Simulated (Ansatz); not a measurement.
`C[O][Cd][F]` + `[F][Ga]([F])[Cl]` → `C[O][Cd][Cl]` + `[F][Ga]([F])[F]`  (redistribution)

Gas-phase electronic energies from Ansatz, PBE0-D4/def2-TZVP geometries. CCSD(T)/CBS is the MP2 limit (def2-TZVPP, def2-QZVPP) plus CCSD(T) − MP2 in def2-TZVPP, frozen cores. DFT in def2-TZVPP. B3LYP here is the variant with VWN-RPA as its local correlation; programs differ in this. HSE06 is defined as in plane-wave codes. Elements past krypton have def2 core potentials. For Cd, Ga outer-core shells are correlated without core-valence functions, which leaves a few kJ/mol of doubt a bond. Scalar relativity is left out up to krypton. Each species was taken in one conformer, which may not be the lowest.

`C[O][Cd][F]`:

Cartesian coordinates in Å:
```
C -0.318 -0.805 0.712
O 0.819 -0.222 0.132
Cd 0.684 1.263 -1.130
F 0.694 2.728 -2.386
H -0.903 -0.101 1.320
H -0.996 -1.257 -0.025
H 0.020 -1.607 1.378
```

`[F][Ga]([F])[Cl]`:

```xyz
4

F    -1.560   -0.827    0.051
Ga   -0.050    0.008   -0.049
F     0.181    1.033   -1.422
Cl    1.428   -0.213    1.420
```

`C[O][Cd][Cl]`:

Cartesian coordinates in Å:
```
C -0.929 0.350 -0.622
O -0.091 -0.754 -0.414
Cd 1.405 -0.718 0.856
Cl 3.163 -0.834 2.277
H -1.473 0.657 0.282
H -0.397 1.231 -1.008
H -1.678 0.068 -1.371
```

`[F][Ga]([F])[F]`:

Z-matrix (Å, degrees):
```
Ga
F 1 1.724
F 1 1.724 2 120.0
F 1 1.724 2 120.0 3 180.0
```

| level | ΔE (kJ/mol) | difference from CCSD(T)/CBS |
| --- | --- | --- |
| LDA (SPW92) | -41.3 | 6.1 |
| PBE-D4 | -37.5 | 9.9 |
| revPBE-D4 | -36.7 | 10.7 |
| BLYP-D4 | -36.4 | 11.0 |
| r2SCAN-D4 | -42.3 | 5.1 |
| B97M-V | -41.5 | 5.9 |
| PBE0-D4 | -45.3 | 2.1 |
| B3LYP-D4 | -42.8 | 4.6 |
| r2SCAN0-D4 | -48.5 | -1.1 |
| HSE06-D4 | -45.6 | 1.8 |
| BHLYP-D4 | -50.2 | -2.8 |
| CAM-B3LYP-D4 | -44.9 | 2.5 |
| ωB97X-V | -45.7 | 1.7 |
| ωB97M-V | -46.4 | 1.0 |
| B2PLYP | -47.8 | -0.4 |
| PBE-QIDH | -52.6 | -5.2 |
| PBE | -37.9 | 9.5 |
| revPBE | -37.4 | 10.0 |
| BLYP | -37.1 | 10.3 |
| r2SCAN | -42.3 | 5.1 |
| PBE0 | -45.6 | 1.8 |
| r2SCANh | -45.0 | 2.4 |
| r2SCAN0 | -48.6 | -1.2 |
| HSE06 | -45.9 | 1.5 |
| BHLYP | -50.9 | -3.5 |
| CAM-B3LYP | -45.2 | 2.2 |
| LC-ωPBE | -43.6 | 3.8 |
| RPA@PBE/def2-TZVPP | -45.5 | 1.9 |
| CCSD/def2-SVP | -55.7 | -8.3 |
| CCSD(T)/def2-SVP | -55.0 | -7.6 |
| HF/def2-TZVPP | -60.4 | -13.0 |
| MP2/def2-TZVPP | -55.9 | -8.5 |
| SCS-MP2/def2-TZVPP | -54.2 | -6.8 |
| CCSD(T)/def2-TZVPP | -51.4 | -4.0 |
| HF/def2-QZVPP | -60.3 | -12.9 |
| MP2/def2-QZVPP | -53.6 | -6.2 |
| SCS-MP2/def2-QZVPP | -52.4 | -5.0 |
| HF/CBS(def2) | -60.2 | -12.8 |
| MP2/CBS(def2) | -51.9 | -4.5 |
| CCSD/CBS(def2) | -48.7 | -1.3 |
| CCSD(T)/CBS | -47.4 | 0 |

Largest T1 diagnostic among the species: 0.018.

From PBE to PBE0 (25 % exact exchange), in def2-TZVPP and without D4, ΔE moves by −7.7 kJ/mol. At CCSD(T), def2-SVP lies −7.6 kJ/mol from the extrapolated value and def2-TZVPP −4.0 kJ/mol. In def2-TZVPP, CCSD(T) changes the Hartree–Fock value by +9.0 kJ/mol (the triples alone add +1.3 kJ/mol) and MP2 by +4.4 kJ/mol.
